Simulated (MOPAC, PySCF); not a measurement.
H$_{5}$AlSi, SMILES `[AlH2][SiH3]`, neutral singlet in the gas phase. 

Z-matrix (Å, degrees):
```
Si
H 1 1.4902
H 1 1.4909 2 107.74
H 1 1.4936 2 107.09 3 114.77
Al 1 2.4569 2 112.78 4 120.65
H 5 1.5886 1 120.03 2 155.83
H 5 1.5890 6 118.88 1 -179.02
```
Charge 0, spin multiplicity 1.

All levels are single points at this geometry (PBE0-D4/def2-TZVP); Pople sets use spherical d functions. Orbital energies aren't observables, and empty levels follow the basis.

AM1 in MOPAC gives dipole (D) = 0.11.

Estimate the dipole (D) from each of these levels: B3LYP-D3(BJ)/def2-TZVP in PySCF; PBE-D3(BJ)/def2-TZVP in PySCF; PBE0-D4/def2-TZVP in PySCF; B3LYP/6-31G* in PySCF; B3LYP/LANL2DZ in PySCF; M06-2X/6-31G* in PySCF; PBE/6-31G* in PySCF; HF/3-21G in PySCF; HF/6-31G* in PySCF; HF/STO-3G in PySCF; PM3 in MOPAC; PM6 in MOPAC.


| level | dipole (D) |
|---|---|
| B3LYP-D3(BJ)/def2-TZVP in PySCF | 0.26 |
| PBE-D3(BJ)/def2-TZVP in PySCF | 0.21 |
| PBE0-D4/def2-TZVP in PySCF | 0.23 |
| B3LYP/6-31G* in PySCF | 0.32 |
| B3LYP/LANL2DZ in PySCF | 0.49 |
| M06-2X/6-31G* in PySCF | 0.37 |
| PBE/6-31G* in PySCF | 0.26 |
| HF/3-21G in PySCF | 0.70 |
| HF/6-31G* in PySCF | 0.46 |
| HF/STO-3G in PySCF | 0.91 |
| PM3 in MOPAC | 0.17 |
| PM6 in MOPAC | 0.08 |
